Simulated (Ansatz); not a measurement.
One change: `[BH2][GeH]([CH3])[OH]` becomes `[BH2][GeH]([CH3])[NH2]`.

Ansatz, PBE0-D4/def2-TZVP geometries, multiplicity 1. Each molecule was computed in one conformer, which needn't be the lowest.

Scalar relativity is left out up to krypton.

| property | `[BH2][GeH]([CH3])[OH]` |
| --- | --- |
| HOMO energy (ωB97M-V/def2-TZVPP) / eV | -10.14 |
| HOMO energy (B3LYP/def2-TZVPP) / eV | -7.67 |
| HOMO–LUMO gap (ωB97M-V/def2-TZVPP) / eV | 9.68 |
| size of the dipole moment (ωB97M-V/def2-TZVPP) / D | 1.56 |
| HOMO–LUMO gap (PBE0/def2-TZVPP) / eV | 5.52 |
| LUMO energy (B3LYP/def2-TZVPP) / eV | -2.61 |

**Question.** Give the same properties after the change, and the shifts. (An estimate is asked.)

**Answer.** The calculation gave: 
```csv
property,`[BH2][GeH]([CH3])[NH2]`,shift
HOMO energy (ωB97M-V/def2-TZVPP) / eV,-9.24,0.90
HOMO energy (B3LYP/def2-TZVPP) / eV,-6.68,0.99
HOMO–LUMO gap (ωB97M-V/def2-TZVPP) / eV,8.90,-0.78
size of the dipole moment (ωB97M-V/def2-TZVPP) / D,1.37,-0.19
HOMO–LUMO gap (PBE0/def2-TZVPP) / eV,4.66,-0.86
LUMO energy (B3LYP/def2-TZVPP) / eV,-2.48,0.13
```

With PBE0 the HOMO rises by 0.99 eV and the LUMO rises by 0.12 eV, so the gap narrows by about 0.87 eV. PBE moves the HOMO by 0.90 eV and ωB97M-V by 0.90 eV. Dipoles are sizes alone; their direction can turn.

B3LYP here is the variant with VWN-RPA as its local correlation; programs differ in this.
